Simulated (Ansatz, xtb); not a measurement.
Two structures of CH4GeSn

Structure a: a singlet given by its coordinates. Structure b: a singlet given by its coordinates. Both are isolated molecules in the gas phase, relaxed with PBE-D3(BJ)/def2-SVP.

a (Å):

```xyz
7

C    -1.0477   -1.0352   -0.5419
Ge   -1.9443   -0.2711   -2.1989
Sn   -2.8293   -2.3568   -0.5948
H    -0.0780   -1.5351   -0.7243
H    -0.9925   -0.3440    0.3198
H    -3.4829   -0.5149   -1.3736
H    -2.4013   -1.9236   -2.6086
```

Close contacts (Å): C1–Ge2 2.03, C1–Sn3 2.22, Ge2–Sn3 2.78, C1–H4 1.11, C1–H5 1.11, Ge2–H6 1.76, Ge2–H7 1.76, Sn3–H6 2.10, Sn3–H7 2.10.

b (Å):

```yaml
atoms:
  - { symbol: C, position_ang: [1.1937, 0.0904, 0.7706] }
  - { symbol: Ge, position_ang: [0.2285, 0.1541, -0.9682] }
  - { symbol: Sn, position_ang: [-1.1881, -0.4535, -2.8620] }
  - { symbol: H, position_ang: [1.8953, -0.7656, 0.7803] }
  - { symbol: H, position_ang: [-0.6308, -1.3448, -1.0701] }
  - { symbol: H, position_ang: [0.4674, -0.0036, 1.6006] }
  - { symbol: H, position_ang: [1.7621, 1.0337, 0.8839] }
```

Close contacts (Å): C1–Ge2 1.99, Ge2–Sn3 2.44, C1–H4 1.11, C1–H6 1.11, C1–H7 1.11, Ge2–H5 1.73, Sn3–H5 2.08.

Energies in hartree; the thermal terms are from PBE-D3(BJ)/def2-SVP harmonic frequencies (ideal gas, rigid rotor, one conformer each, 298.15 K, 1 atm) and include the zero-point energy:

```
                                a            b
E, CCSD(T)/def2-TZVP  −2329.654410  −2329.662019
   zero-point energy      0.037530      0.040866
        H(298 K) − E      0.043183      0.047857
        G(298 K) − E      0.007647      0.009024
```

**Question.** Work out ΔE, ΔE₀, ΔH and ΔG for a → b in kJ/mol (1 Eh = 2625.50 kJ/mol) and the equilibrium ratio [b]/[a].

**Answer.** 1. ΔE = −2329.662019 − (−2329.654410) = −0.007609 Eh = −19.98 kJ/mol.
2. ΔE₀ = ΔE + ΔZPE = −0.007609 + (+0.003336) Eh = −11.22 kJ/mol.
3. ΔH = ΔE + (+0.004674) Eh = −7.71 kJ/mol.
4. ΔG = ΔE + (+0.001377) Eh = −16.36 kJ/mol, so ΔS = (ΔH − ΔG)/T = +29.0 J/(mol K).
5. kT = 0.9442 mEh, so K = [b]/[a] = exp(−ΔG/kT) = exp(+6.60) ≈ 740.

Structure b is favoured at this temperature. An error of 4 kJ/mol in ΔG would change K by a factor of 5. Mirror images and further conformers aren't counted.

Other levels gave ΔE = −10.0 (PBE-D3(BJ)/def2-SVP); −15.2 (HF/def2-TZVP); −23.1 (MP2/def2-TZVP) kJ/mol. The correlated steps freeze 14 core orbitals; the filled d shell of Ge and Sn is correlated, in a basis made for valence electrons. Atoms past krypton carry core potentials in the def2 sets, without spin–orbit terms. Programs: Ansatz 0.2.0.
